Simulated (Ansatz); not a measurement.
The lowest singlet and triplet of CClF (SMILES F[C]Cl); geometries from B3LYP-D3(BJ)/def2-TZVP, each state relaxed from the structure named, with no frequency check.
Singlet at the triplet's geometry (charge 0, multiplicity 1):
```tsv
atom	x (Å)	y (Å)	z (Å)
F	-1.6112	-0.2063	0.0000
C	-0.5268	0.5398	0.0000
Cl	1.0389	-0.0813	0.0000
```

A positive gap puts the triplet lower; no zero-point energy. R- takes a restricted singlet. U- takes an unrestricted singlet (broken symmetry where lower, unprojected). The triplet is unrestricted in single-reference levels.

Frozen-core correlation.

Codes used: Ansatz (Gaussian orbitals). 

**Question.** One of these levels gives -16.59 kcal/mol for the gap E(singlet) − E(triplet), vertical, at the triplet's geometry. Which one is it?
A) U-HF/cc-pV(T+d)Z (spin-contaminated)
B) R-HF/cc-pV(D+d)Z
C) U-MP2/cc-pV(T+d)Z (spin-contaminated)
D) U-B3LYP/def2-TZVPP

**Answer.** C, U-MP2/cc-pV(T+d)Z (spin-contaminated). The others give 0.87 (R-HF/cc-pV(D+d)Z), -5.49 (U-HF/cc-pV(T+d)Z (spin-contaminated)), -21.96 (U-B3LYP/def2-TZVPP)

Doubts at one or more of the structures used: a restricted determinant that unrestricted orbitals would lower (R-HF/cc-pV(D+d)Z).

Ansatz is a program for electronic structure.
